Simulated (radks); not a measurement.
Q: Ionisation of the fluorine ion F5+, [He] 2s2, to [He] 2s1 as the strength of local exchange is varied. Method: Dirac Kohn-Sham, Slater X-alpha exchange (alpha = 2/3 is LDA exchange), no correlation, spin-unpolarised, spherical densities, finite nucleus; Fermi nuclear charge, rms radius 2.8976 fm; computed with a radial shooting solver on a logarithmic mesh with Libxc functionals.

alpha  E(F5+) (hartree)  exchange (hartree)  IE (eV)  -e of the level emptied (eV)  <r> of it (bohr)
0.667         -87.17328            -5.89512   155.20                141.74 (2s1/2)            0.8080
0.772         -88.10415            -6.86507   158.22                144.87 (2s1/2)            0.8008
0.813         -88.46918            -7.24691   159.40                146.10 (2s1/2)            0.7980
0.959         -89.77611            -8.62075   163.67                150.52 (2s1/2)            0.7882
?             -87.35900            -6.08820   155.80                142.37 (2s1/2)            0.8066

Which alpha was used in the last row?

A: alpha = 0.688. NIST Atomic Spectra Database: 157.16 eV (measured). The Delta-SCF value meets it near alpha = 0.74. Spin polarisation and multiplet splitting are left out, so open shells lie too high by an amount that depends on their filling.

Beside tabulated values, note that spin-unpolarised runs miss the spin-polarisation part of the exchange energy of open shells.
